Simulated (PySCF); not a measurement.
## How the method changes the constants of LiBi⁺

State: ⁴Σ⁻ (quartet), unpaired electrons σ ↑, π ↑↑. Set-up: PySCF, scalar-relativistic core potentials, basis sets Li aug-cc-pVDZ, Bi aug-cc-pVDZ-PP with ECP60. De refers to Li⁺ + Bi in their high-spin ground configurations, without counterpoise correction. The functionals are run spin-unrestricted. A positive dipole points towards Bi; it is taken about the centre of mass and depends on that origin.

```tsv
Level	Re (Å)	ωe (cm⁻¹)	De (eV)	μ (D)	CPU s a point (SCF and correlation, without the integrals)
UHF	3.087	201	n/a	-10.78	0.16
UHF-MP2	3.040	209	n/a	n/a	0.3
UHF-SCS-MP2	3.038	209	n/a	n/a	n/a
UHF-CCSD	3.043	210	n/a	n/a	n/a
UHF-CCSD(T)	3.040	211	n/a	n/a	11
PBE	3.044	207	n/a	-10.12	0.53
PW91	3.035	209	n/a	-10.08	0.41
r²SCAN	3.059	203	n/a	-10.45	0.84
PBE0	3.027	210	n/a	-10.22	0.92
r²SCAN0	3.041	207	n/a	-10.45	0.89
HSE06	3.037	208	n/a	-10.24	0.91
MN15	3.030	205	n/a	-10.57	0.9
```

The bond length runs from 3.027 Å (PBE0) to 3.087 Å (UHF).

Correlated steps freeze 4 core orbitals. These are scalar-relativistic numbers at best; spin–orbit coupling would shift them, the dissociation energy most. The state is the lowest determinant that a PBE0 search found; another state may lie lower at other levels.

The whole job (state search and all levels along the bond) took about 3.2 min on 1 thread of Arm Neoverse V1 (shared host), peak memory 0.75 GiB.
